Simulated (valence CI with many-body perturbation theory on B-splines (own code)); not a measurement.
**E1 transitions of Tl74+**

Calculated by configuration interaction combined with many-body perturbation theory (CI+MBPT): five valence electrons over a frozen Dirac-Fock core [He], radial functions for each j: 11 s, 11 p, 10 d, 8 f, 5 g, 2 h, with the one-electron correlation potential Σ1 (screened to all orders), the two-electron term Σ2, the three-electron term Σ3, Breit, model QED; selected single and double excitations, second order for the rest, scaled by the run's own slope (own B-spline code, finite nucleus).

The last digits are not significant, and no measured levels were compared; by estimate large intervals hold to a few tenths of a per cent, small ones and those within an open d or f shell to about a per cent. Among the levels kept, up to 7600 cm⁻¹ of a level comes from second order outside the variational space, and about a tenth of that is noise between levels of different J, which matters for small intervals.

Lines 151 to 200 of 600 in falling wavelength, among levels below 16554 eV, chosen from the strongest by gf and those to the six lowest levels. Wavelengths and rates use the calculated energies. Electric multipoles are in the length gauge, E1 and E2 with the static RPA response of the core. Weak lines are less certain than strong ones. Lines between different terms over intervals too small for the method are left out, as are lines whose strength nearly cancels. The highest levels of a list are the least certain.

Levels are named by their leading jj configuration (3d3/2^4 stands for four electrons in 3d with j = 3/2), which in mixed levels can hold well under half, so a name can repeat and another be missing. Letters in brackets count levels of one name in rising energy.

| λ vac (nm) | Upper | Lower | A (s⁻¹) | S (a.u.) |
| --- | --- | --- | --- | --- |
| 1.621 | (2s 2p1/2 2p3/2^2 3p3/2) J=5/2 [e] | (2s 2p1/2 2p3/2^2 3s) J=3/2 [d] | 1.04e+12 | 1.32e-02 |
| 1.621 | (2s 2p1/2^2 2p3/2 3p3/2) J=3/2 [b] | (2s 2p1/2^2 2p3/2 3s) J=3/2 [b] | 1.66e+12 | 1.39e-02 |
| 1.620 | (2s^2 2p1/2^2 3p3/2) J=3/2 | (2s^2 2p1/2^2 3s) J=1/2 | 3.82e+12 | 3.21e-02 |
| 1.619 | (2s 2p1/2 2p3/2^2 3p3/2) J=3/2 [a] | (2s 2p1/2 2p3/2^2 3s) J=3/2 [a] | 1.92e+12 | 1.61e-02 |
| 1.619 | (2s^2 2p1/2 2p3/2 3p3/2) J=3/2 [b] | (2s^2 2p1/2 2p3/2 3s) J=3/2 [b] | 1.31e+12 | 1.10e-02 |
| 1.619 | (2s 2p1/2 2p3/2^2 3d3/2) J=5/2 [e] | (2s 2p1/2 2p3/2^2 3p1/2) J=5/2 [c] | 9.74e+11 | 1.22e-02 |
| 1.615 | (2s 2p1/2^2 2p3/2 3p3/2) J=3/2 [a] | (2s 2p1/2^2 2p3/2 3s) J=5/2 | 7.70e+11 | 6.40e-03 |
| 1.613 | (2s 2p1/2 2p3/2^2 3p3/2) J=5/2 [b] | (2s 2p1/2 2p3/2^2 3s) J=5/2 [b] | 2.52e+12 | 3.13e-02 |
| 1.608 | (2s 2p1/2 2p3/2^2 3p3/2) J=5/2 [e] | (2s 2p1/2 2p3/2^2 3s) J=3/2 [b] | 1.40e+12 | 1.73e-02 |
| 1.600 | (2s^2 2p1/2 2p3/2 3p3/2) J=5/2 [b] | (2s^2 2p1/2 2p3/2 3s) J=3/2 [b] | 1.96e+12 | 2.38e-02 |
| 1.599 | (2s 2p1/2^2 2p3/2 3p3/2) J=3/2 [b] | (2s 2p1/2^2 2p3/2 3s) J=1/2 | 2.18e+12 | 1.76e-02 |
| 1.587 | (2s 2p1/2^2 2p3/2 3p3/2) J=1/2 [b] | (2s 2p1/2^2 2p3/2 3s) J=1/2 | 3.12e+12 | 1.23e-02 |
| 1.586 | (2s^2 2p1/2 2p3/2 3p3/2) J=3/2 [b] | (2s^2 2p1/2 2p3/2 3s) J=1/2 | 1.16e+12 | 9.11e-03 |
| 1.584 | (2s^2 2p1/2 2p3/2 3p3/2) J=5/2 [b] | (2s^2 2p1/2 2p3/2 3s) J=5/2 | 2.06e+12 | 2.42e-02 |
| 1.573 | (2s 2p1/2^2 2p3/2 3p3/2) J=5/2 [a] | (2s 2p1/2^2 2p3/2 3s) J=5/2 | 2.15e+12 | 2.48e-02 |
| 1.572 | (2s 2p1/2 2p3/2^2 3p3/2) J=3/2 [f] | (2s 2p1/2 2p3/2^2 3s) J=5/2 [c] | 6.32e+11 | 4.84e-03 |
| 1.568 | (2p1/2^2 2p3/2^2 3p3/2) J=3/2 | (2p1/2^2 2p3/2^2 3s) J=3/2 | 2.92e+12 | 2.22e-02 |
| 1.567 | (2s 2p1/2 2p3/2^2 3p3/2) J=3/2 [b] | (2s 2p1/2 2p3/2^2 3s) J=3/2 [a] | 6.96e+11 | 5.29e-03 |
| 1.563 | (2s 2p1/2 2p3/2^2 3p3/2) J=1/2 [d] | (2s 2p1/2 2p3/2^2 3s) J=3/2 [d] | 1.71e+12 | 6.43e-03 |
| 1.563 | (2s^2 2p1/2 2p3/2 3p3/2) J=3/2 [b] | (2s^2 2p1/2 2p3/2 3s) J=3/2 [a] | 1.28e+12 | 9.67e-03 |
| 1.561 | (2s 2p1/2 2p3/2^2 3p3/2) J=3/2 [f] | (2s 2p1/2 2p3/2^2 3s) J=3/2 [d] | 6.25e+11 | 4.69e-03 |
| 1.557 | (2s^2 2p3/2^2 3p3/2) J=3/2 [a] | (2s^2 2p3/2^2 3s) J=3/2 | 3.09e+12 | 2.30e-02 |
| 1.554 | (2s 2p1/2 2p3/2^2 3p3/2) J=3/2 [f] | (2s 2p1/2 2p3/2^2 3s) J=3/2 [c] | 1.86e+12 | 1.38e-02 |
| 1.548 | (2s 2p1/2 2p3/2^2 3p3/2) J=5/2 [b] | (2s 2p1/2 2p3/2^2 3s) J=7/2 | 1.03e+12 | 1.13e-02 |
| 1.547 | (2s^2 2p1/2 2p3/2 3p3/2) J=1/2 [b] | (2s^2 2p1/2 2p3/2 3s) J=3/2 [b] | 3.59e+12 | 1.31e-02 |
| 1.544 | (2s 2p1/2 2p3/2^2 3p3/2) J=1/2 [d] | (2s 2p1/2 2p3/2^2 3s) J=1/2 [b] | 1.96e+12 | 7.14e-03 |
| 1.543 | (2p1/2^2 2p3/2^2 3p3/2) J=3/2 | (2p1/2^2 2p3/2^2 3s) J=5/2 | 7.69e+11 | 5.58e-03 |
| 1.533 | (2s^2 2p3/2^2 3p3/2) J=3/2 [a] | (2s^2 2p3/2^2 3s) J=5/2 | 8.12e+11 | 5.77e-03 |
| 1.450 | (2s 2p1/2 2p3/2^2 3p3/2) J=5/2 [e] | (2s 2p1/2 2p3/2^2 3s) J=5/2 [b] | 4.91e+11 | 4.44e-03 |
| 0.5014 | (2s 2p1/2 2p3/2^2 3d5/2) J=9/2 [a] | (2s^2 2p1/2 2p3/2 3d5/2) J=7/2 [a] | 6.04e+12 | 3.76e-03 |
| 0.5009 | (2s 2p1/2 2p3/2^2 3d5/2) J=9/2 [b] | (2s^2 2p1/2 2p3/2 3d5/2) J=7/2 [b] | 3.83e+12 | 2.37e-03 |
| 0.5008 | (2s 2p1/2 2p3/2^2 3p3/2) J=7/2 [b] | (2s^2 2p1/2 2p3/2 3p3/2) J=5/2 [b] | 5.65e+12 | 2.80e-03 |
| 0.5008 | (2s 2p1/2 2p3/2^2 3s) J=5/2 [a] | (2s^2 2p1/2 2p3/2 3s) J=3/2 [a] | 7.30e+12 | 2.72e-03 |
| 0.5007 | (2s 2p1/2 2p3/2^2 3p3/2) J=7/2 [a] | (2s^2 2p1/2 2p3/2 3p3/2) J=5/2 [a] | 5.84e+12 | 2.90e-03 |
| 0.4997 | (2s 2p1/2 2p3/2^2 3p1/2) J=3/2 [a] | (2s^2 2p1/2 2p3/2 3p1/2) J=1/2 | 6.20e+12 | 1.53e-03 |
| 0.4992 | (2s 2p1/2 2p3/2^2 3d3/2) J=5/2 [a] | (2s^2 2p1/2 2p3/2 3d3/2) J=3/2 [a] | 4.74e+12 | 1.75e-03 |
| 0.4984 | (2s 2p1/2 2p3/2^2 3p1/2) J=5/2 [a] | (2s^2 2p1/2 2p3/2 3p1/2) J=3/2 [a] | 6.96e+12 | 2.55e-03 |
| 0.4977 | (2s 2p1/2 2p3/2^2 3d3/2) J=7/2 [a] | (2s^2 2p1/2 2p3/2 3d3/2) J=5/2 [a] | 5.47e+12 | 2.66e-03 |
| 0.4961 | (2s 2p1/2 2p3/2^2 3d5/2) J=11/2 | (2s^2 2p1/2 2p3/2 3d5/2) J=9/2 | 6.21e+12 | 4.49e-03 |
| 0.4956 | (2s 2p1/2 2p3/2^2 3s) J=7/2 | (2s^2 2p1/2 2p3/2 3s) J=5/2 | 7.24e+12 | 3.48e-03 |
| 0.4953 | (2s 2p1/2 2p3/2^2 3d3/2) J=5/2 [b] | (2s^2 2p1/2 2p3/2 3d3/2) J=3/2 [b] | 5.05e+12 | 1.82e-03 |
| 0.4951 | (2s 2p1/2 2p3/2^2 3d3/2) J=7/2 [b] | (2s^2 2p1/2 2p3/2 3d3/2) J=5/2 [b] | 5.19e+12 | 2.49e-03 |
| 0.4951 | (2s 2p1/2 2p3/2^2 3p1/2) J=5/2 [b] | (2s^2 2p1/2 2p3/2 3p1/2) J=3/2 [b] | 6.54e+12 | 2.35e-03 |
| 0.4946 | (2s 2p1/2 2p3/2^2 3p3/2) J=9/2 | (2s^2 2p1/2 2p3/2 3p3/2) J=7/2 | 6.30e+12 | 3.76e-03 |
| 0.4942 | (2s 2p1/2 2p3/2^2 3d3/2) J=9/2 | (2s^2 2p1/2 2p3/2 3d3/2) J=7/2 | 6.23e+12 | 3.71e-03 |
| 0.4941 | (2s 2p1/2 2p3/2^2 3p1/2) J=7/2 | (2s^2 2p1/2 2p3/2 3p1/2) J=5/2 | 7.00e+12 | 3.34e-03 |
| 0.4920 | (2s 2p1/2 2p3/2^2 3d5/2) J=7/2 [b] | (2s^2 2p1/2 2p3/2 3d5/2) J=5/2 [b] | 3.22e+12 | 1.52e-03 |
| 0.4909 | (2s 2p1/2 2p3/2^2 3s) J=5/2 [b] | (2s^2 2p1/2 2p3/2 3s) J=3/2 [b] | 4.34e+12 | 1.52e-03 |
| 0.4907 | (2s 2p1/2^2 2p3/2^2) J=5/2 | (2s^2 2p1/2^2 2p3/2) J=3/2 | 7.21e+12 | 2.52e-03 |
| 0.4902 | (2p1/2^2 2p3/2^2 3p3/2) J=5/2 | (2s 2p1/2^2 2p3/2 3p3/2) J=3/2 [b] | 1.25e+13 | 4.37e-03 |
